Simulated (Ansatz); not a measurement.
Basis-set extrapolation for `C[SiH2]OB(O)O` (PBE0-D4/def2-TZVP geometry, frozen core, Ansatz). Multiplicity 1, RHF reference.

```
                      def2-TZVPP   def2-QZVPP
                 HF  -580.528481  -580.551999
    MP2 correlation    -1.104504    -1.190161
CCSD(T) correlation    -1.183206      not run
```

Energies in hartree. Use E(X) = E(∞) + A·exp(−7.88·√X) for Hartree–Fock and E(X) = E(∞) + B·X^(−2.97) for correlation, with X = 3 and 4, and add CCSD(T) minus MP2 of the smaller set to the MP2 limit.

Task: What is the CCSD(T) energy at the basis-set limit?

Result: HF limit: -580.551999 + (-0.023518) × 0.13774 = -580.55524. MP2 limit: -1.190161 + (-0.085657) × 0.74074 = -1.25361. Higher-order term: -1.183206 − (-1.104504) = -0.07870. Total: -581.88755 hartree, 461.7 kJ/mol below CCSD(T)/def2-TZVPP.
